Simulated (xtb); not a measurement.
Input for xtb: GFN1-xTB on AsGeH5 (SMILES [GeH3][AsH2]), a point of a torsion scan.

```
$ xtb mol.xyz --gfn 1 --sp --chrg 0 --uhf 0
7

Ge    -0.79704787     0.07887832    -0.02367695
As     1.57592454     0.09342904    -0.05371797
H     -1.48929097    -0.90053827    -0.93660806
H     -1.40141570     1.41027208    -0.38916826
H     -1.37350767    -0.21201678     1.33779396
H      1.59330256    -0.07883967    -1.54504054
H      1.61764940    -1.39958100     0.10133181
```

Program output:

```
[...]
           -------------------------------------------------
          |                Calculation Setup                |
           -------------------------------------------------



           -------------------------------------------------
          |                 G F N 1 - x T B                 |
           -------------------------------------------------

        Reference                      10.1021/acs.jctc.7b00118
      * Hamiltonian:
        H0-scaling (s, p, d)           1.850000    2.250000    2.000000
        zeta-weighting                 0.000000
      * Dispersion:
        s8                             2.400000
        a1                             0.630000
        a2                             5.000000
        s9                             0.000000
      * Repulsion:
        kExp                           1.500000
        rExp                           1.000000
      * Coulomb:
        alpha                          2.000000
        third order                    atomic
        anisotropic                    false
      * Halogen bond correction:
        rad-scale                      1.300000
        damping                        0.440000


          ...................................................
          :                      SETUP                      :
          :.................................................:
          :  # basis functions                  30          :
          :  # atomic orbitals                  28          :
          :  # shells                           16          :
          :  # electrons                        14          :
          :  # halogen bonds                     0          :
          :  max. iterations                   250          :
          :  Hamiltonian                  GFN1-xTB          :
          :  restarted?                      false          :
          :  GBSA solvation                  false          :
          :  PC potential                    false          :
          :  electronic temp.          300.0000000     K    :
          :  accuracy                    1.0000000          :
          :  -> integral cutoff          0.2500000E+02      :
          :  -> integral neglect         0.1000000E-07      :
          :  -> SCF convergence          0.1000000E-05 Eh   :
          :  -> wf. convergence          0.2000000E-04 e    :
          :  Broyden damping             0.4000000          :
          :  net charge                          0          :
          :  unpaired electrons                  0          :
          ...................................................

 iter      E             dE          RMSdq      gap      omega  full diag
   1     -6.5464572 -0.654646E+01  0.484E+00    5.60       0.0  T
   2     -6.5214797  0.249775E-01  0.435E+00    4.62       1.0  T
   3     -6.6458499 -0.124370E+00  0.264E+00    4.42       1.0  T
   4     -6.7557598 -0.109910E+00  0.113E+00    5.01       1.0  T
   5     -6.7735609 -0.178011E-01  0.125E-01    4.88       1.0  T
   6     -6.7736103 -0.493830E-04  0.549E-02    4.90       1.0  T
   7     -6.7736497 -0.394520E-04  0.448E-02    4.90       1.0  T
   8     -6.7736815 -0.317845E-04  0.342E-03    4.90      11.1  T
   9     -6.7736816 -0.116530E-06  0.509E-04    4.90      74.3  T
  10     -6.7736816 -0.422146E-09  0.284E-04    4.90     133.1  T
  11     -6.7736816 -0.125419E-08  0.131E-04    4.90     288.9  T
  12     -6.7736816 -0.259007E-09  0.258E-06    4.90   14658.8  T

   *** convergence criteria satisfied after 12 iterations ***

         #    Occupation            Energy/Eh            Energy/eV
      -------------------------------------------------------------
         1        2.0000           -0.7442163             -20.2512
         2        2.0000           -0.6301431             -17.1471
         3        2.0000           -0.5095801             -13.8664
         4        2.0000           -0.4879237             -13.2771
         5        2.0000           -0.4686117             -12.7516
         6        2.0000           -0.4666745             -12.6989
         7        2.0000           -0.4301964             -11.7062 (HOMO)
         8                         -0.2501350              -6.8065 (LUMO)
         9                         -0.2321663              -6.3176
        10                         -0.2175257              -5.9192
        11                         -0.2089565              -5.6860
        12                         -0.1584073              -4.3105
       ...                                ...                  ...
        28                          0.8899154              24.2158
      -------------------------------------------------------------
                  HL-Gap            0.1800614 Eh            4.8997 eV
             Fermi-level           -0.3401657 Eh           -9.2564 eV

 SCC (total)                   0 d,  0 h,  0 min,  0.014 sec
 SCC setup                      ...        0 min,  0.000 sec (  0.905%)
 Dispersion                     ...        0 min,  0.000 sec (  0.385%)
 classical contributions        ...        0 min,  0.000 sec (  0.137%)
 integral evaluation            ...        0 min,  0.003 sec ( 21.415%)
 iterations                     ...        0 min,  0.005 sec ( 36.807%)
 molecular gradient             ...        0 min,  0.005 sec ( 38.508%)
 printout                       ...        0 min,  0.000 sec (  1.658%)

         :::::::::::::::::::::::::::::::::::::::::::::::::::::
         ::                     SUMMARY                     ::
         :::::::::::::::::::::::::::::::::::::::::::::::::::::
         :: total energy              -6.739994498976 Eh    ::
         :: gradient norm              0.017305099249 Eh/a0 ::
         :: HOMO-LUMO gap              4.899720610017 eV    ::
         ::.................................................::
         :: SCC energy                -6.773681638152 Eh    ::
         :: -> electrostatic           0.017399007987 Eh    ::
         :: repulsion energy           0.035533916228 Eh    ::
         :: dispersion energy         -0.001846777052 Eh    ::
         :: halogen bond corr.         0.000000000000 Eh    ::
         :: add. restraining           0.000000000000 Eh    ::
         :: total charge              -0.000000000000 e     ::
         :::::::::::::::::::::::::::::::::::::::::::::::::::::

           -------------------------------------------------
          |                Property Printout                |
           -------------------------------------------------

    * Orbital Energies and Occupations

         #    Occupation            Energy/Eh            Energy/eV
      -------------------------------------------------------------
         1        2.0000           -0.7442163             -20.2512
         2        2.0000           -0.6301431             -17.1471
         3        2.0000           -0.5095801             -13.8664
         4        2.0000           -0.4879237             -13.2771
         5        2.0000           -0.4686117             -12.7516
         6        2.0000           -0.4666745             -12.6989
         7        2.0000           -0.4301964             -11.7062 (HOMO)
         8                         -0.2501350              -6.8065 (LUMO)
         9                         -0.2321663              -6.3176
        10                         -0.2175257              -5.9192
        11                         -0.2089565              -5.6860
        12                         -0.1584073              -4.3105
        13                         -0.1472188              -4.0060
        14                         -0.1293572              -3.5200
        15                         -0.0986398              -2.6841
        16                         -0.0919794              -2.5029
Note: The following floating-point exceptions are signalling: IEEE_DENORMAL
normal termination of xtb
        17                         -0.0785515              -2.1375
        18                         -0.0741427              -2.0175
       ...                                ...                  ...
        28                          0.8899154              24.2158
      -------------------------------------------------------------
                  HL-Gap            0.1800614 Eh            4.8997 eV
             Fermi-level           -0.3401657 Eh           -9.2564 eV

  Mulliken/CM5 charges         n(s)   n(p)   n(d)
     1Ge   -0.00125 -0.19842   1.409  2.230  0.363
     2As    0.09715 -0.02579   1.832  3.039  0.032
     3H    -0.04403  0.01988   1.044  0.000  0.000
     4H    -0.04817  0.01588   1.048  0.000  0.000
     5H    -0.04752  0.01657   1.048  0.000  0.000
     6H     0.02199  0.08603   0.978  0.000  0.000
     7H     0.02183  0.08585   0.978  0.000  0.000

Wiberg/Mayer (AO) data.
largest (>0.10) Wiberg bond orders for each atom

 ---------------------------------------------------------------------------
     #   Z sym  total        # sym  WBO       # sym  WBO       # sym  WBO
 ---------------------------------------------------------------------------
     1  32 Ge   4.104 --     2 As   1.164     4 H    0.931     5 H    0.930
                             3 H    0.925
     2  33 As   3.101 --     1 Ge   1.164     6 H    0.919     7 H    0.918
     3   1 H    0.996 --     1 Ge   0.925
     4   1 H    0.995 --     1 Ge   0.931
     5   1 H    0.995 --     1 Ge   0.930
     6   1 H    1.001 --     2 As   0.919
     7   1 H    1.001 --     2 As   0.918
 ---------------------------------------------------------------------------

Topologies differ in total number of bonds
Writing topology from bond orders to xtbtopo.mol

 dipole moment from electron density (au)
     X       Y       Z
   0.4932  -0.1744  -0.1479  total (Debye):    1.382


           -------------------------------------------------
          | TOTAL ENERGY               -6.739994498976 Eh   |
          | GRADIENT NORM               0.017305099249 Eh/α |
          | HOMO-LUMO GAP               4.899720610017 eV   |
           -------------------------------------------------

------------------------------------------------------------------------
------------------------------------------------------------------------
 total:
 SCF:
```

The run finished.

Cost: roughly 0.05 core-seconds.
